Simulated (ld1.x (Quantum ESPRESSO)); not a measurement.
## Mn (Z = 25), ultrasoft: configuration errors across variants

ld1.x (Quantum ESPRESSO) 7.5 input, shortened:

```
&input
   title='Mn', zed=25., rel=1, dft='PZ', iswitch=3,
   config='[Ar] 3d5 4s2 4p0'
 /
 &inputp
   pseudotype=3, tm=.true., lloc=-1, rcloc=2.00,
   nlcc=.false.
 /
6
4S  1  0   2.00   0.00  2.20  2.45  0.0
4S  1  0   0.00   1.00  2.20  2.45  0.0
4P  2  1   0.00   0.00  3.75  4.05  0.0
4P  2  1   0.00   3.35  3.75  4.05  0.0
3D  3  2   5.00   0.00  1.95  2.10  0.0
3D  3  2   0.00   0.90  1.95  2.10  0.0
 &test
   configts(1)='3d5 4s2 4p0'
 /
```

All-electron excitation energies from the reference (eV): (1) 3d5 4s1 4p0 8.654; (2) 3d5 4s0 4p0 24.531; (3) 3d4 4s0 4p0 57.342; (4) 3d5 4s1.5 4p0 3.465; (5) 3d5 4s0 4p2 8.081; (6) 3d4 4s2 4p1 7.920; (7) 3d5.5 4s1.5 4p0 -0.505.

2 further variants failed, have other tests or too few solved ones, and are left out.

Errors AE − PS in meV (a dash: test not solved or not reliable):

```tsv
change	(1)	(2)	(3)	(4)	(5)	(6)	(7)	bound ghosts
base	+1.7	+16	-498	+0.2	+2.1	-333	-75	not determined
local potential all-electron potential smoothed inside 1.96 bohr (lloc = -1)	+1.7	+16	-498	+0.2	+2.1	-333	-75	not determined
local potential all-electron potential smoothed inside 2.44 bohr (lloc = -1)	+1.7	+16	-490	+0.2	-0.1	-340	-75	not determined
local potential all-electron potential smoothed inside 2.90 bohr (lloc = -1)	+1.5	+14	-550	+0.1	-2.1	-374	-81	not determined
local potential all-electron potential smoothed inside 3.40 bohr (lloc = -1)	+0.9	+8.4	-697	0.0	-5.2	-458	-96	not determined
local potential all-electron potential smoothed inside 3.82 bohr (lloc = -1)	+0.4	+3.9	-807	0.0	-8.2	-473	-106	not determined
```

(1) Give the same row for: local potential all-electron potential smoothed inside 1.64 bohr (lloc = -1).

## Answers

(1) +1.8, +16, -515, +0.2, +4.9, -304, –; bound ghosts: not determined.
